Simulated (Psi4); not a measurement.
C₄H₉NO, triplet, at a GFN2-xTB geometry (a higher spin typed on purpose: for a closed-shell molecule this is an excited state), atoms displaced at random by about 0.03 Å a coordinate; R2SCAN/STO-3G, gradient in Psi4 1.11.

The Psi4 input:
```
memory 2 GB

molecule mol {
0 3
C    -1.633474   -0.493956   -0.668672
N    -0.700254    0.223366    0.163290
C    -0.930343    0.352274    1.516709
C     0.700267   -0.202247   -0.266419
C     1.845932    0.459440    0.504833
O     0.943683   -0.448608   -1.502944
H    -2.599806    0.013986   -0.548139
H    -1.293788   -0.389759   -1.720613
H    -1.664150   -1.490297   -0.404498
H    -0.267707    1.113022    1.992833
H    -0.865803   -0.611907    2.051614
H    -1.946948    0.692287    1.571398
H     2.789533    0.191935   -0.019533
H     1.651196    1.533740    0.453474
H     1.833427    0.117221    1.513585
symmetry c1
no_reorient
no_com
}

set {
  basis sto-3g
  reference uks
}

gradient('r2scan')
print_variables()
```

Output, abridged:

```
gradient() will perform analytic gradient computation.

   => Loading Basis Set <=

    Name: STO-3G
    Role: ORBITAL
    Keyword: BASIS

         ---------------------------------------------------------
                                   SCF
               by Justin Turney, Rob Parrish, Andy Simmonett
                          and Daniel G. A. Smith
                              UKS Reference
         ---------------------------------------------------------

  ==> Geometry <==

    Molecular point group: c1
    Full point group: C1

    Geometry (in Angstrom), charge = 0, multiplicity = 3:

       Center              X                  Y                   Z               Mass
    ------------   -----------------  -----------------  -----------------  -----------------
         C           -1.633474000000    -0.493956000000    -0.668672000000    12.000000000000
         N           -0.700254000000     0.223366000000     0.163290000000    14.003074004430
         C           -0.930343000000     0.352274000000     1.516709000000    12.000000000000
         C            0.700267000000    -0.202247000000    -0.266419000000    12.000000000000
         C            1.845932000000     0.459440000000     0.504833000000    12.000000000000
         O            0.943683000000    -0.448608000000    -1.502944000000    15.994914619570
         H           -2.599806000000     0.013986000000    -0.548139000000     1.007825032230
         H           -1.293788000000    -0.389759000000    -1.720613000000     1.007825032230
         H           -1.664150000000    -1.490297000000    -0.404498000000     1.007825032230
         H           -0.267707000000     1.113022000000     1.992833000000     1.007825032230
         H           -0.865803000000    -0.611907000000     2.051614000000     1.007825032230
         H           -1.946948000000     0.692287000000     1.571398000000     1.007825032230
         H            2.789533000000     0.191935000000    -0.019533000000     1.007825032230
         H            1.651196000000     1.533740000000     0.453474000000     1.007825032230
         H            1.833427000000     0.117221000000     1.513585000000     1.007825032230

  Running in c1 symmetry.

  Rotational constants: A =      0.16323  B =      0.11140  C =      0.06951 [cm^-1]
  Rotational constants: A =   4893.40603  B =   3339.61439  C =   2083.72331 [MHz]
  Nuclear repulsion =  248.678831631312192

  Charge       = 0
  Multiplicity = 3
  Electrons    = 48
[...]
  @DF-UKS Final Energy:  -283.87874385704453
    Total Energy =                       -283.8787438570445261
[...]

    Deriv               =              1
    GGA                 =           TRUE
    Meta                =           TRUE

    Exchange Hybrid     =          FALSE
    MP2 Hybrid          =          FALSE

   => Exchange Functionals <=

    1.0000   XC_MGGA_X_R2SCAN

   => Correlation Functionals <=

    1.0000   XC_MGGA_C_R2SCAN

   => LibXC Density Thresholds  <==

    XC_MGGA_C_R2SCAN:  1.00E-15
    XC_MGGA_X_R2SCAN:  1.00E-11

   => Molecular Quadrature <=

    Radial Scheme          =       TREUTLER
    Pruning Scheme         =           NONE
    Nuclear Scheme         =       TREUTLER

    Blocking Scheme        =         OCTREE
    BS radius alpha        =              1
    Pruning alpha          =              1
    Radial Points          =             75
    Spherical Points       =            302
    Total Points           =         315791
    Total Blocks           =           2405
    Max Points             =            256
    Max Functions          =             37
    Weights Tolerance      =       1.00E-15

  -Total Gradient:
     Atom            X                  Y                   Z
    ------   -----------------  -----------------  -----------------
       1        0.022439877349    -0.056509024190     0.025843569920
       2       -0.078597623792    -0.032894404154     0.104015401306
       3        0.005540436234     0.001841269681    -0.072950979585
       4        0.020654450920     0.004689645796    -0.136015349276
       5        0.003659702005    -0.008226520156     0.042215621643
       6       -0.013021236760     0.015898193614     0.121698788150
       7        0.009689593285     0.008141498266     0.002184971225
       8        0.001344893895     0.002250056151    -0.004823618121
       9        0.012730023957     0.071446929347    -0.012245999146
      10        0.004133195233     0.009279726828     0.004728858464
      11       -0.001925044237     0.002846435434    -0.013097309482
      12        0.026572995584    -0.009776577788    -0.014328241588
      13        0.005568803389    -0.006376701023    -0.011032054225
      14       -0.012680085579    -0.012293771569    -0.007379417721
      15       -0.006106186455     0.007268374796    -0.028580524110

  Variable Map:
  ----------------------------------------------------------------------------
[...]
  Array Variable Map:
  ----------------------------------------------------------------------------
[...]
[...]
```
